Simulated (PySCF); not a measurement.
**C₅H₁₀O₃Si: full NMR table**

* Formula: C5H10O3Si
* SMILES: C=C[C@H]([SiH3])OC(=O)OC
* Point group of the computed structure: C1
* Degrees of unsaturation: 2
* Carbon signals: 5
* Proton signals: 6

Bonds (- single, = double, # triple, : aromatic): C1=C2, C2-C3, C3-Si4, C3-O5, O5-C6, C6=O7, C6-O8, O8-C9. C1 carries H10, H11; C2 carries H12; C3 carries H13; Si4 carries H14, H15, H16; C9 carries H17, H18, H19. Stereochemistry as in C=C[C@H]([SiH3])OC(=O)OC. H11 is cis to C3; H10 is trans to C3.

PySCF calculation with shieldings: GIAO PBE0/pcSseg-1 and geometry: GFN2-xTB; fast rotation and ring inversion assumed for equivalent nuclei, non-relativistic, one computed conformer, no solvent model.

Scale: TMS for ¹H and ¹³C and ²⁹Si; H2O for ¹⁷O (reference shieldings calculated alike).

```tsv
carbon	δC, type	δH (multiplicity)	HMBC from (2–3 bonds)	span of the C tensor (ppm)
C1	118.1, CH2	H10 5.38 (m); H11 5.35 (m)	H12, H13	210
C2	145.2, CH	6.54 (m)	H13, H10, H11, H14/H15/H16	223
C3	74.9, CH	5.49 (m)	H12, H10, H11, H14/H15/H16	68
C6	162.8, C	–	H13, H17/H18/H19	141
C9	56.3, CH3	3.90 (s)	–	77
```

Other nuclei:
```
      atoms  nucleus                        environment  δ (ppm)  σ (ppm)
H14/H15/H16       ¹H  hydrogen on a silicon bonded to C     3.88    27.84
        Si4     ²⁹Si           silicon bonded to C, 3 H    -66.0    415.1
         O7      ¹⁷O              ester carbonyl oxygen    312.5     23.6
         O5      ¹⁷O                ester alkoxy oxygen    168.7    167.4
         O8      ¹⁷O                ester alkoxy oxygen    146.5    189.6
```

Carbon types of the structure: 1 × C, 2 × CH, 1 × CH2, 1 × CH3, leaving 3 H on heteroatoms. δC 162.8: carbonate carbon; lone-pair donation from the attached heteroatom keeps it upfield of a ketone carbonyl. δC 145.2: alkene CH; the olefinic region. δC 118.1: terminal =CH2 carbon; an sp2 carbon of a C=C bond. δC 74.9: allylic sp3 CH bonded to O and Si; pulled downfield by the heteroatom. δC 56.3: methyl carbon bonded to O; pulled downfield by the heteroatom.

Shifts are as computed. Against solution values, carbons near 30 ppm lie about +3 ppm off and those near 130 ppm about +5 ppm. Of 1211 compounds with measured shifts, 218 miss one by over three times the rms of a fit or turn the order of signals round; such compounds aren't used in these exercises. Unscaled 17O shifts of doubly bonded oxygen tend to come out too high, by tens of ppm or more. Experimental scales use liquid or dissolved standards, which lie at an offset from isolated H2O (liquid H2O: subtract about 36 ppm). No couplings were computed; multiplicities are counted from neighbouring protons, with m where these are inequivalent, close in shift, in a saturated or five-membered ring or joined by F or P, and br s for small geminal =CH2 splittings.
